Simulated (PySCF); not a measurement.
F4H2Si2, SMILES F[SiH](F)[SiH](F)F. Heavy atoms are numbered as in [SiH:1]([F:2])([F:3])[SiH:4]([F:5])[F:6]. Hydrogens are named by the atom that carries them.

Coordinates come from a r2SCAN-D4/def2-SVP optimisation. Other conformers were not sampled.

These are PBE0/pcSseg-1 (PySCF) values and carry that method's errors.

GIAO shieldings, no solvent; atoms alike by connectivity are averaged. δ = σ(ref) − σ: ²⁹Si against TMS (σ = 352.7 ppm); ¹⁹F against CFCl3 (σ = 167.2 ppm); ¹H against TMS (σ = 31.56 ppm), references at their B3LYP-D3(BJ)/def2-TZVP geometries, non-relativistic.

```json
[
 {"nucleus": "²⁹Si", "atoms": "Si1 (SiH)", "count": "2", "δ (ppm)": "-2.5"},
 {"nucleus": "¹⁹F", "atoms": "F2", "count": "4", "δ (ppm)": "-165.6"},
 {"nucleus": "¹H", "atoms": "H on Si1", "count": "2", "δ (ppm)": "5.64"}
]
```
